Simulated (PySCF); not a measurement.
## Choosing a basis for TDDFT

Species: C3H4N2OSi.
SMILES: `N#CC(C#N)O[SiH3]`

TDDFT with PBE0 (PySCF), vertical singlets, core orbitals frozen in the response, spherical d and f functions. Geometry: PBE0-D3(BJ)/def2-SVP, one conformer, isolated molecule.

```csv
basis,functions,diffuse,S1 (eV),S2 (eV),S3 (eV),S4 (eV),S5 (eV),LUMO (eV),α (au)
6-31G*,110,no,6.66,7.07,7.18,7.51,7.71,-1.21,57.9
def2-SVP,122,no,6.72,7.12,7.25,7.55,7.74,-1.27,60.4
6-31+G*,138,yes,6.59,7.00,7.12,7.41,7.61,-1.56,66.7
def2-SVPD,179,yes,6.64,7.04,7.17,7.44,7.63,-1.53,71.6
aug-cc-pVDZ,201,yes,6.55,6.98,7.10,7.39,7.57,-1.55,73.3
def2-TZVP,247,no,6.62,7.00,7.12,7.41,7.60,-1.51,68.8
```

Question: How much do these states and the polarisability depend on the basis?

Answer: States are compared by their number. Against the largest diffuse basis here (aug-cc-pVDZ, itself not a converged limit), sets without diffuse functions differ by up to 0.17 eV in S1 and 0.18 eV in S5; the smaller diffuse sets differ by up to 0.09 and 0.06 eV. State by state, the largest deviation of a set without diffuse functions is S1 0.17, S2 0.14, S3 0.15, S4 0.16, S5 0.18 eV. The same number needn't mean the same state in each row. Against aug-cc-pVDZ the polarisability deviates by -21% in 6-31G*, -18% in def2-SVP, -9% in 6-31+G*, -2% in def2-SVPD, -6% in def2-TZVP. A single + in a Pople set puts diffuse functions on heavy atoms only.
